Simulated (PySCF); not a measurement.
The electron affinity along the 4p block

Calculated with PySCF 2.14 from differences of total energies of unrestricted determinants, without spin-orbit coupling. Values in eV. The last column holds reference values (measured affinities from photodetachment; the arrow runs from anion to atom). Unmarked ones compare directly (S terms, centres of terms, or small fine structure); those marked * lie between the lowest fine-structure levels and include a spin-orbit shift.

```json
{"element": "Ga (aug-cc-pVQZ-PP with ECP10MDF, ECP)", "configurations": "[Ar] 3d10 4s2 4p2 → [Ar] 3d10 4s2 4p1", "UHF": "-0.065", "LDA": "0.580", "PBE0": "0.420", "r2SCAN": "0.504", "SCS-MP2 (valence)": "0.162", "CCSD(T) (valence)": "0.326", "reference": "0.301 *"}
{"element": "Ge (aug-cc-pVQZ-PP with ECP10MDF, ECP)", "configurations": "[Ar] 3d10 4s2 4p3 → [Ar] 3d10 4s2 4p2", "UHF": "0.834", "LDA": "1.526", "PBE0": "1.370", "r2SCAN": "1.480", "SCS-MP2 (valence)": "1.152", "CCSD(T) (valence)": "1.339", "reference": "1.233 *"}
{"element": "As (aug-cc-pVQZ-PP with ECP10MDF, ECP)", "configurations": "[Ar] 3d10 4s2 4p4 → [Ar] 3d10 4s2 4p3", "UHF": "-0.294", "LDA": "1.057", "PBE0": "0.752", "r2SCAN": "0.799", "SCS-MP2 (valence)": "0.607", "CCSD(T) (valence)": "0.682", "reference": "0.804 *"}
{"element": "Se (aug-cc-pVQZ-PP with ECP10MDF, ECP)", "configurations": "[Ar] 3d10 4s2 4p5 → [Ar] 3d10 4s2 4p4", "UHF": "0.925", "LDA": "2.332", "PBE0": "2.006", "r2SCAN": "2.052", "SCS-MP2 (valence)": "1.945", "CCSD(T) (valence)": "1.988", "reference": "2.021 *"}
{"element": "Br (aug-cc-pVQZ-PP with ECP10MDF, ECP)", "configurations": "[Kr] → [Ar] 3d10 4s2 4p5", "UHF": "2.337", "LDA": "3.712", "PBE0": "3.394", "r2SCAN": "3.452", "SCS-MP2 (valence)": "3.425", "CCSD(T) (valence)": "3.439", "reference": "3.364 *"}
```

The highest occupied level of the anion is positive for Ga⁻ at LDA, PBE0, r2SCAN; Ge⁻ at LDA, PBE0, r2SCAN; As⁻ at LDA, PBE0, r2SCAN; Se⁻ at LDA, PBE0, r2SCAN, so there the basis helps to hold the electron.

"Valence" correlates the outer s and p shells and, in groups 3 to 12 and the f block, the outer d or f shell, open or full, or the next shell where the ion has no valence electron left; the wider scheme adds the next inner shell.
